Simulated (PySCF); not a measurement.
SiPH3O4

SiPH3O4 is a small molecule, neutral, singlet. The structure, one conformer, was relaxed in the gas phase by PBE0-D3(BJ)/def2-SVP. No frequency run checks that it is a minimum.

SMILES: O=P1(O)O[SiH2]O1

Coordinates in Å:
```
O1      0.848   -2.212    0.496
P2      0.551   -0.782    0.496
O3      1.295    0.013    1.662
O4      0.783    0.089   -0.889
Si5    -0.860    0.532   -0.965
O6     -1.024   -0.286    0.520
H7      1.120    0.962    1.680
H8     -1.606   -0.084   -2.083
H9     -1.076    1.994   -0.851
```

Shieldings: GIAO PBE0/pcSseg-2. Shifts are against computed references at the same level: H TMS (σ 31.24 ppm), Si TMS (σ 341.3 ppm). Core levels by delta-SCF with SCAN, pcX-2 on the ionised atom and pcseg-1 elsewhere, spin-free X2C (2p3/2 is the spin-free 2p value less a third of a first-order spin-orbit splitting); from the vacuum level, for chosen atoms.

**Question.** Give the shieldings and core levels atom by atom.

**Answer.** 
```
atoms   bonded to  σ (ppm)  δ (ppm)  core level (eV)
   O1         1 P    161.5        -        1s 537.55
   P2         4 O    307.3        -     2p3/2 140.60
   O3   1 P + 1 H    206.0        -        1s 540.33
O4 O6  1 P + 1 Si    150.0        -        1s 539.16
  Si5   2 O + 2 H    353.7    -12.4     2p3/2 109.48
   H7         1 O    27.97     3.28                -
   H8        1 Si    25.81     5.43                -
   H9        1 Si    25.91     5.34                -
```

Values are those of this one static structure; atoms that internal rotation interchanges would show their mean in an NMR spectrum.

**Question.** Which of O1, O3, O4 holds its core electrons tightest, and by how much against the loosest?

**Answer.** O3 (bonded to 1 P + 1 H), by 2.79 eV over O1 (bonded to 1 P).

**Question.** By CAM-B3LYP/def2-SVPD (TDDFT singlets, Tamm-Dancoff triplets, ionisation by delta-SCF), where does absorption start, and what does vertical ionisation take?

**Answer.** The first singlet with intensity lies at 7.67 eV (f 0.026); what lies below it is dark. The lowest singlet lies at 7.30 eV (f 0.000), the strongest of the first 6 at 7.67 eV (f 0.026), the lowest triplet at 6.89 eV; vertical ionisation takes 11.65 eV.

The 3 runs behind this took 3.6 min in all, one thread each of Arm Neoverse V2 on a shared host, launched as `OMP_NUM_THREADS=1 python cluster_run.py task.json out`.
